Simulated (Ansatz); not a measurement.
`[F][Sn][Br]` + HBr → `[Br][Sn][Br]` + H–F  (ligand exchange at the Sn–F bond)

Program: Ansatz. Geometries: PBE0-D4/def2-TZVP. ΔE: electronic, gas phase. CCSD(T)/CBS is the MP2 limit (def2-TZVPP, def2-QZVPP) plus CCSD(T) − MP2 in def2-TZVPP, frozen cores. This one scheme is used for every species. Functionals use def2-TZVPP. HSE06 is defined as in plane-wave codes. def2 core potentials past Kr. For Br, Sn outer-core shells are correlated without core-valence functions, which leaves a few kJ/mol of doubt a bond. Scalar relativity is left out up to krypton.

`[F][Sn][Br]`:

Z-matrix (Å, degrees):
```
Sn
F 1 1.936
Br 1 2.515 2 97.3
```

HBr:

Cartesian coordinates in Å:
```
Br 0.298 -0.145 -0.628
H -0.298 0.145 0.628
```

`[Br][Sn][Br]`:

Z-matrix (Å, degrees):
```
Sn
Br 1 2.519
Br 1 2.519 2 99.3
```

H–F:

Cartesian coordinates in Å:
```
F -0.185 0.419 0.048
H 0.185 -0.419 -0.048
```

```
             level  ΔE (kcal/mol)  difference from CCSD(T)/CBS
         r2SCAN-D4           -9.2                          1.8
          BHLYP-D4          -11.6                         -0.6
           ωB97X-V           -7.7                          3.3
            B2PLYP           -9.0                          2.0
               PBE           -8.9                          2.1
              PBE0          -11.0                          0.0
           r2SCAN0          -11.1                         -0.1
             HSE06          -11.2                         -0.2
      MP2/def2-SVP           -9.6                          1.4
     CCSD/def2-SVP           -8.7                          2.3
    MP2/def2-TZVPP          -11.8                         -0.8
SCS-MP2/def2-TZVPP          -10.1                          0.9
CCSD(T)/def2-TZVPP          -10.1                          0.9
     HF/def2-QZVPP          -10.0                          1.0
      HF/CBS(def2)           -9.9                          1.1
    CCSD/CBS(def2)          -11.0                          0.0
       CCSD(T)/CBS          -11.0                            0
```

**Question.** What do rigid-rotor, harmonic-oscillator terms from PBE0-D4/def2-TZVP frequencies (298.15 K, 1 bar) make of the CCSD(T)/CBS value? (An estimate is asked.)

**Answer.** Computed: ΔZPE = +1.5 kcal/mol, ΔH = -9.2 kcal/mol, ΔS = -8 J/(mol·K), ΔG = -8.6 kcal/mol.

Largest T1 diagnostic among the species: 0.014.

From PBE to PBE0 (25 % exact exchange), in def2-TZVPP and without D4, ΔE moves by −2.1 kcal/mol. The D4 term adds −1.5 kcal/mol with B3LYP and −0.8 kcal/mol with PBE0; it sums over pairs of atoms, weighted by their polarisabilities, and B3LYP, whose exchange is more repulsive, gets the larger term. At CCSD(T), def2-SVP lies +2.4 kcal/mol from the extrapolated value and def2-TZVPP +0.9 kcal/mol.

B3LYP here is the variant with VWN-RPA as its local correlation; programs differ in this.
